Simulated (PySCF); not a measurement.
**Static response to an electric field**

Ta(NEt)F3, C₂H₅F₃NTa (singlet state).
Structure used (PBE0-D3(BJ)/def2-SVP), in Å, numbered top down from 1:
```xyz
12
C2H5F3NTa angstrom
Ta     0.125    0.046   -2.184
N      0.452   -0.001   -0.463
C      0.651   -0.031    0.945
C     -0.665   -0.050    1.710
H      1.254   -0.919    1.207
H      1.250    0.848    1.245
H     -0.485   -0.077    2.795
H     -1.259    0.846    1.479
H     -1.259   -0.934    1.435
F      1.804    0.072   -3.046
F     -0.866    1.620   -2.499
F     -0.886   -1.501   -2.572
```

Level: PBE0/def2-SVPD (PySCF), static field, nuclei fixed, core orbitals frozen in the response. The polarisability tensor in these axes (au):

```
x   62.30  0.02  1.11
y    0.02 59.25 -0.92
z    1.11 -0.92 93.80
```

**Question.** What are the eigenvalues, a third of the trace, and Δα (Δα² = ½Σ(αi − αj)² over the three pairs)?

**Answer.** Principal values 59.22, 62.26 and 93.87 au; mean 71.78 au = 10.64 Å³ = 11.84 × 10⁻⁴⁰ C²·m²/J; Δα = 33.23 au (46 % of the mean).

**Question.** What is the dipole moment, and where does it point?

**Answer.** (0.14, -0.05, 1.46) D, 1.47 D in size, pointing from the negative to the positive side. Measured along this direction, the outermost atoms are F10 at the negative end and H7 at the positive end.

**Question.** In TDDFT the mean static polarisability is Σ f/ω² over all singlet excitations (ω in hartree). How much of it do the 10 lowest give? Their energies (eV) and oscillator strengths: 5.05, 0.0001; 5.27, 0.0025; 5.29, 0.0029; 5.52, 0.0306; 5.89, 0.0145; 5.97, 0.0213; 6.45, 0.0005; 6.54, 0.0003; 6.61, 0.0001; 6.69, 0.0004.

**Answer.** They add up to 1.67 au, 2.3 % of the 71.78 au; the largest single term is 0.75 au, from the state at 5.52 eV. Terms in order: 0.00, 0.07, 0.08, 0.75, 0.31, 0.44, 0.01, 0.01, 0.00, 0.01 au. Higher excitations give the rest. The strengths listed sum to 0.073.

**Question.** Find the Langevin capture rate constant for NO+ (29.998 u) meeting this molecule (280.985 u), k = 2.342 × 10⁻⁹ cm³/s × √(α in Å³ / reduced mass in u).

**Answer.** The reduced mass is 27.10 u, so k = 1.47 × 10⁻⁹ cm³/s. The formula leaves out the permanent dipole, which adds to the capture rate.

**Question.** Along which axes do the principal values lie, and how far do the nuclei extend along each?

**Answer.** Largest value along (0.04, -0.03, 1.00), where the nuclei span 5.76 Å; middle along (1.00, 0.02, -0.03), 3.23 Å; least along (-0.02, 1.00, 0.03), 3.12 Å. 

**Question.** Orientational against electronic polarisability at 298 K (dilute gas, rigid molecules)?

**Answer.** In Gaussian units μ²/3kT = 17.44 Å³ against 10.64 Å³, a ratio of 1.64; the Debye molar polarisation (4π/3)N_A(α + μ²/3kT) is 70.8 cm³/mol, leaving out the vibrational part.

Isolated species at its PBE0-D3(BJ)/def2-SVP geometry, gas phase. Atoms past krypton carry effective core potentials; spin–orbit coupling is left out.
